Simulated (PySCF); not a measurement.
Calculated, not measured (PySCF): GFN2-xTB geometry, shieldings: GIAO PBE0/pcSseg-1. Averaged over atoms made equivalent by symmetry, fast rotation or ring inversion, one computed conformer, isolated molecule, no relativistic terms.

References, each an isolated molecule treated in the same way: 1H (σ = 31.72 ppm) and 13C (σ = 186.93 ppm) vs TMS. Acid and N–H amide carbonyl carbons lie up to 10 ppm further downfield in solution (hydrogen bonding). Shifts are as computed. Against solution values, carbons near 30 ppm lie about +3 ppm off and those near 130 ppm about +5 ppm; carbons on Cl a further +6 ppm. Of 1211 compounds with measured shifts, 218 miss one by over three times the rms of a fit or turn the order of signals round; such compounds aren't used in these exercises. Groups on amide-type nitrogens are kept apart (slow C–N rotation). Carbons bonded to Cl come out too deshielded. OH and NH positions are gas-phase values without hydrogen bonding to other molecules.

(1) Order these molecules by the shift of their most deshielded carbon-bound hydrogen, lowest δ first.
A. CC(C)(C)C(N)=O
B. CCl
C. C#CC(=O)C(=C)C(=O)O

(2) Order these molecules by the shift of their most shielded carbon, lowest δ first.
A. C#CC(=O)C(=C)C(=O)O
B. CC(C)(C)C(N)=O
C. CO[C@H]1C[C@@H](N)C1

(3) How many 13C and 1H signals does each give (equivalence by symmetry and fast rotation, but not about amide C–N or C=N bonds)? `CC(C)(C)C(N)=O`, `CO[C@H]1C[C@@H](N)C1`, `C#CC(=O)C(=C)C(=O)O`, `CCl`

Results:

(1) A (1.14 ppm, hydrogen on a methyl carbon), B (3.12 ppm, hydrogen on a methyl carbon bonded to Cl), C (7.09 ppm, hydrogen on a β carbon of a C=C–C=O unit).

(2) B (30.0 ppm, methyl carbon), C (42.9 ppm, sp3 CH bonded to N), A (85.8 ppm, alkyne carbon).

(3) CC(C)(C)C(N)=O: 3 C, 3 H; CO[C@H]1C[C@@H](N)C1: 4 C, 6 H; C#CC(=O)C(=C)C(=O)O: 6 C, 4 H; CCl: 1 C, 1 H.
